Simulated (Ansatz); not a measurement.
Program: Ansatz. Geometries: PBE0-D4/def2-TZVP. ΔE: electronic, gas phase. CCSD(T)/CBS is the MP2 limit (def2-TZVPP, def2-QZVPP) plus CCSD(T) − MP2 in def2-TZVPP, frozen cores. This one scheme is used for every species. Functionals use def2-TZVPP. For Ge outer-core shells are correlated without core-valence functions, which leaves a few kJ/mol of doubt a bond. Scalar relativity is left out up to krypton. Each species was taken in one conformer, which may not be the lowest.

Consider the formal exchange of groups at a B–Ge bond: `[SiH3][GeH2][B](Cl)Cl` + SiH₄ → `[SiH3]B(Cl)Cl` + `[SiH3][GeH3]`.

```json
{"level": "PBE-D4", "ΔE (kJ/mol)": "13.5"}
{"level": "B2PLYP", "ΔE (kJ/mol)": "15.8"}
{"level": "PBE0", "ΔE (kJ/mol)": "11.3"}
{"level": "CCSD/CBS(def2)", "ΔE (kJ/mol)": "17.5"}
```

(1) What does CCSD(T)/CBS give? (An estimate is asked.)

Largest T1 diagnostic among the species: 0.013.

Answers

(1) The calculation gave: +18.9 kJ/mol. The listed levels differ from it by -5.4, -3.1, -7.6, -1.4 kJ/mol.

The D4 term adds +4.0 kJ/mol with B3LYP and +2.6 kJ/mol with PBE0; it sums over pairs of atoms, weighted by their polarisabilities, and B3LYP, whose exchange is more repulsive, gets the larger term. In def2-TZVPP, CCSD(T) changes the Hartree–Fock value by +8.3 kJ/mol (the triples alone add +1.4 kJ/mol) and MP2 by +13.6 kJ/mol.

B3LYP here is the variant with VWN-RPA as its local correlation; programs differ in this.
